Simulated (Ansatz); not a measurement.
Coupled-cluster run, C$_{2}$H$_{7}$AlSSi.

```yaml
crystal:
  periodic: [false, false, false]
  atoms:
    - {symbol: C, position_ang: [-1.821889, 0.558643, -0.832763]}
    - {symbol: Si, position_ang: [-0.045564, -0.017306, -0.681395]}
    - {symbol: Al, position_ang: [0.631556, -1.694433, 0.772316]}
    - {symbol: C, position_ang: [0.690309, 0.306229, 1.030183]}
    - {symbol: S, position_ang: [2.415379, -0.178514, 0.986156]}
    - {symbol: H, position_ang: [-2.411978, 0.225585, 0.023598]}
    - {symbol: H, position_ang: [-1.874662, 1.649074, -0.885902]}
    - {symbol: H, position_ang: [-2.281142, 0.153593, -1.737450]}
    - {symbol: H, position_ang: [0.783453, 0.545243, -1.796885]}
    - {symbol: H, position_ang: [0.627258, -2.959916, 1.714479]}
    - {symbol: H, position_ang: [0.501267, 1.153833, 1.681911]}
    - {symbol: H, position_ang: [2.863012, 0.202770, -0.240248]}
basis:
  gaussian: {orbitals: def2-TZVPP}
correlation: {method: ccsd_t}
```

```sh
$ ansatz run in.yaml --threads 4 --pin off --events-out ev --progress --plain --max-ram 10444MiB
```

The program prints (abridged):

```
Functional definition: HF
1641 factors; integrals over basis functions are off by at most 1.2e-3 eV
mean field evaluation 1: about -27429.9656 eV, gradient 3.8e1 eV
mean field evaluation 2: about -27430.3464 eV, gradient 3.8e1 eV
mean field evaluation 4: about -27434.6340 eV, gradient 4.9e0 eV
mean field evaluation 8: about -27434.7464 eV, gradient 3.5e-1 eV
mean field evaluation 16: about -27434.7473 eV, gradient 1.3e-6 eV
mean field -27434.74729915 eV, -1008.2083673040 hartree, gradient 1.3e-6 eV, S^2 0.000000; 0 other end points of the search recorded, 0 dependent functions left out
17 core orbitals not correlated: weight in the atoms' cores, before any rotation towards them, 1.000 or more for the frozen orbitals, at most 0.000 for the correlated occupied ones
reference -27434.74729915 eV, -1008.2083673040 hartree; 14, 14 occupied and 255, 255 virtual orbitals, 1641 factors
second order -19.85312625 eV of doubles, -0.00000000 eV of singles
cycle   1  -20.73005653 eV  change   -8.8e-1 eV  update   1.1e-1
cycle   2  -21.31888104 eV  change   -5.9e-1 eV  update   3.2e-2
cycle   3  -21.41466334 eV  change   -9.6e-2 eV  update   1.4e-2
cycle   4  -21.40716967 eV  change    7.5e-3 eV  update   3.9e-3
cycle   5  -21.40642616 eV  change    7.4e-4 eV  update   1.8e-3
cycle   6  -21.40614740 eV  change    2.8e-4 eV  update   6.3e-4
cycle   7  -21.40603185 eV  change    1.2e-4 eV  update   2.4e-4
cycle   8  -21.40611178 eV  change   -8.0e-5 eV  update   9.4e-5
cycle   9  -21.40612598 eV  change   -1.4e-5 eV  update   3.5e-5
perturbative correction -1.01353397 eV, -0.0372466866 hartree
Total energy: -27457.16695910 eV, -1009.0322746107 hartree
```

Run time 90 s (4 threads of an Intel Xeon Platinum 8375C on a shared host); peak host memory 7.8 GiB.

MP2 recovers 88.6 % of the CCSD(T) correlation energy and the triples give 4.5 %; T1 = 0.0127.
